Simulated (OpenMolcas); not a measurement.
Consider [Cu2(μ-F)2(Cl)4]2-, a planar model complex in vacuum (2 bridging F, bridge angle 92°, metal-metal distance 2.79 Å, Cu–F 1.94 Å; typed geometry, not optimised).

```xyz
8

Cu    -1.3955     0.0000     0.0000
Cu     1.3955     0.0000     0.0000
F      0.0000     1.3476     0.0000
F      0.0000    -1.3476     0.0000
Cl    -3.0431     1.6476     0.0000
Cl    -3.0431    -1.6476     0.0000
Cl     3.0431     1.6476     0.0000
Cl     3.0431    -1.6476     0.0000
```

Question: Give the energies of the total-spin states at CASSCF(2,2) on the singly occupied d orbitals (ANO-RCC-VDZP, scalar-relativistic DKH2, RICD, no spin-orbit coupling, OpenMolcas), and the exchange constant.

Answer: Local spins 1/2 and 1/2.

```
total S  E (cm⁻¹)  natural occupations, lowest and highest
-------  --------  ---------------------------------------
1             0.0                             1.000, 1.000
0            18.5                             0.998, 1.002
```

J = 9.2 cm⁻¹ (ferromagnetic).

J is defined by H = −2J S1·S2, so negative values are antiferromagnetic. Wave-function values come from the highest and lowest total spin; broken-symmetry values use Yamaguchi's formula with the computed ⟨S²⟩. The active space holds the singly occupied metal orbitals alone, without bridging-ligand orbitals. No row is a measured value.
